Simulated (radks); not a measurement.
Initial-state core-level shifts of the praseodymium ion Pr2+ when its valence configuration changes from [Xe] 4f3. All-electron calculation, scalar-relativistic Kohn-Sham, r2SCAN, spin-polarised, spherical densities, finite nucleus; open shells are filled with parallel spins first (spin-orbit coupling, left out, can overturn this in heavy ions); meta-GGA in the generalised Kohn-Sham scheme; Fermi nuclear charge, rms radius 4.8919 fm. Program: a radial shooting solver on a logarithmic mesh with Libxc functionals. Shifts are changes of the shell-averaged eigenvalues in eV (positive: less bound); the change of the density at the nucleus, which sets a Mossbauer isomer shift, is in e/bohr^3, on a base of 4.334e+05.

| valence | 2s | 4p | 5s | 5p | density at nucleus |
|---|---|---|---|---|---|
| 4f2 6p1 | -11.096 | -11.251 | -7.124 | -6.191 | +26.46 |
| 4f1 6s2 | -21.901 | -21.961 | -12.665 | -10.806 | +126.87 |
| 5d1 6s2 | -31.538 | -31.357 | -16.473 | -13.893 | +162.40 |
| 4f2 6s1 | -10.027 | -10.187 | -6.068 | -5.180 | +56.34 |
| 4f2.5 6p0.5 | -5.336 | -5.439 | -3.531 | -3.078 | +12.35 |
| 4f2 5d1 | -7.221 | -7.462 | -3.464 | -2.806 | +21.20 |
| 4f0.5 6s2 6p0.5 | -28.825 | -28.706 | -16.454 | -14.073 | +149.83 |
